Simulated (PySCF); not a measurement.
# Electron correlation in Ne³⁺ (neon, charge +3)

[He] 2s2 2p3, high-spin 4S determinant. Computed with PySCF 2.14 in aug-cc-pwCVTZ, with the non-relativistic Hamiltonian (point nucleus). Frozen: 1s2; 5 electrons correlated.

```csv
level,correlation energy (mhartree)
CCSD,-120.44
(T),-1.01
CCSD(T),-121.45
```

Diagnostics: T1 = 0.0021, D1 = 0.0054, largest double amplitude 0.024.

Cost of the coupled-cluster step: of the order of 2.7 core-seconds, for 5 correlated electrons.
